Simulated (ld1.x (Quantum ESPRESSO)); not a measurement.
## Pseudopotential generation for Si (Z = 14): PAW, PW91, scalar-relativistic.

Si (Z = 14), PAW, made with ld1.x (Quantum ESPRESSO) 7.5 (PW91, scalar-relativistic). Core [Ne], reference 3s2 3p2. Waves: 3s (bound): rcut 1.50, rcutus 1.95 bohr; 3s channel at 3.25 Ry: rcut 1.50, rcutus 1.95 bohr; 3p (bound): rcut 1.80, rcutus 2.20 bohr; 3p channel at 3.8 Ry: rcut 1.80, rcutus 2.20 bohr; 3d channel at -0.05 Ry: rcut 1.40, rcutus 1.90 bohr; 3d channel at 2.5 Ry: rcut 1.40, rcutus 1.90 bohr. Local part: all-electron potential smoothed inside 1.60 bohr (lloc = -1). Core correction: Bessel-smoothed model core inside 0.95 bohr. Augmentation charge: PSQ, inside the norm-conserving radii.

Poles of the logarithmic derivatives, all-electron (AE) and pseudo (PS). s: poles at 0.5 (AE) and 0.5 (PS) Ry. p: poles at 1.4 (AE) and 1.4 (PS) Ry. d: poles at 2.4 (AE) and 2.4 (PS) Ry. Test radius 2.41 bohr.

- Cutoffs needed: 8 Ry and 15 Ry (the cutoffs (Ry, on a coarse ladder) from which the occupation-weighted sum of valence levels, in a spherical-Bessel basis at the reference potential, stays within 10 and 1 mRy of its value at 400 Ry)
- Ghost test: no extra level below or beside the all-electron valence levels (s, p, d, f tested) (spherical-Bessel basis up to 400 Ry, 20 bohr box)
- Largest excitation error: -60 meV (all-electron minus pseudo) for 3s1 3p0, out of 7 test configurations
- Lowest eigenvalue of the overlap operator: 0.58 (s channel)
- Density cutoff estimated by the generator: 240 Ry
